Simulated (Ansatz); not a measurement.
Reaction (formal exchange of groups at a C–Al bond): `C=[CH][AlH][CH2][SiH3]` + `[SiH3][AsH2]` → `C=C[SiH2][AsH2]` + `[AlH2][CH2][SiH3]`

Isolated molecules relaxed with PBE0-D4/def2-TZVP in Ansatz; ΔE leaves out vibrations. CBS: MP2 limit from def2 TZ/QZ plus the TZ coupled-cluster correction, frozen cores. Functionals use def2-TZVPP. For As outer-core shells are correlated without core-valence functions, which leaves a few kJ/mol of doubt a bond. Scalar relativity is left out up to krypton. One conformer a species, not always the lowest.

**Question.** Is it downhill or uphill in electronic energy at CCSD(T)/CBS, and by how much? (Estimate.)

**Answer.** Computed: Uphill: ΔE = +9.3 kJ/mol.

**Question.** What do these levels give: r2SCAN-D4, PBE0-D4, ωB97X-V, r2SCAN, PBE0, HF/def2-TZVPP, MP2/def2-TZVPP, SCS-MP2/def2-TZVPP, CCSD/def2-TZVPP, CCSD(T)/def2-TZVPP, HF/def2-QZVPP, MP2/def2-QZVPP? (An estimate is asked.)

**Answer.** The calculation gave: r2SCAN-D4 9.7, PBE0-D4 8.5, ωB97X-V 9.2, r2SCAN 9.6, PBE0 8.4, HF/def2-TZVPP 9.0, MP2/def2-TZVPP 8.6, SCS-MP2/def2-TZVPP 8.6, CCSD/def2-TZVPP 10.2, CCSD(T)/def2-TZVPP 10.3, HF/def2-QZVPP 8.9, MP2/def2-QZVPP 8.0 kJ/mol.

Largest T1 diagnostic among the species: 0.012.
